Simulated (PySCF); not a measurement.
Species: C₆H₉N (charge +1 and doublet state).
Geometry (GFN2-xTB, Å), atoms numbered from 1 in this order:
```xyz
16
C6H9N angstrom
C      3.013   -0.209    1.097
C      1.796   -0.021    0.392
C      0.775    0.177   -0.240
C     -0.433    0.369   -0.965
C     -1.607   -0.275   -0.149
C     -2.042    0.510    1.024
N     -2.114   -1.343   -0.487
H      3.330   -1.252    1.044
H      2.915    0.114    2.134
H      3.798    0.397    0.633
H     -0.375   -0.093   -1.952
H     -0.678    1.431   -1.051
H     -2.691   -0.091    1.657
H     -1.186    0.866    1.594
H     -2.603    1.382    0.686
H     -1.904   -1.951   -1.262
```

The hyperfine couplings belong to this conformer and change with its torsions.

As a line formula: `C[C+]=[C]C/C(=N\[H])C` [radical] (charge +1).

Theory: UKS B3LYP, pcH-1 on C H N, non-relativistic, mean-field spin-orbit, GIAO (PySCF). Geometry: GFN2-xTB, one conformer, isolated ion. The geometry wasn't refined by DFT: couplings that depend on bond lengths, twists or pyramidal angles can differ widely from those at the functional's own minimum, by a factor of two or more for some ions and for spin on atoms past the first row. The SCF solution wasn't tested for stability.

(1) Match the computed a_iso(1H) values +62.1, +36.9, +20.8, -4.1 MHz (means over equivalent nuclei) with the sites H8/H9/H10; H11/H12; H13/H14/H15; H16.

Answers

(1) 
```csv
site,a_iso (MHz),ρ(0) (bohr⁻³),position,distance from N7 (Å),bound to,spin population there,largest |T| (MHz)
H8/H9/H10,+36.9,+0.0083,6 bonds from N7,5.92,C1,-0.01,3.7
H11/H12,+20.8,+0.0046,3 bonds from N7,2.88,C4,+0.09,7.3
H13/H14/H15,-4.1,-0.0009,3 bonds from N7,2.91,C6,+0.05,4.4
H16,+62.1,+0.0139,1 bond from N7,1.01,N7,+0.51,35.8
```

ρ(0) is the spin density at the nucleus and T the dipolar tensor; entries for several nuclei are means. The Mulliken spin populations are largest on N7 (+0.51), C2 (+0.24), C3 (+0.09) and C4 (+0.09).

β density exceeds α density at some nuclei, such as C5 (-0.0433), C3 (-0.0100) and C1 (-0.0085), spin density in bohr⁻³. In a single determinant that takes different orbitals for the two spins, that is spin polarisation.

Means are taken over nuclei equivalent by connectivity, which assumes that they swap fast. The three 1H nuclei of mean +36.9 MHz run from 14.9 to 73.7 MHz in the frozen geometry. The three 1H nuclei of mean -4.1 MHz run from -7.9 to -0.5 MHz in the frozen geometry. The 1H value of +20.8 MHz is a mean of couplings from -8.6 to 50.1 MHz in this one geometry, not an average over conformers.

C3, the radical centre as drawn in `[H]/N=C(/C)C[C]=[C+]C`, holds a spin population of +0.09 out of 1.

Hardware: one thread of an Arm Neoverse V1, shared host. Cost: 57 s wall (grids of density and orbitals included), 0.96 GiB resident at most.
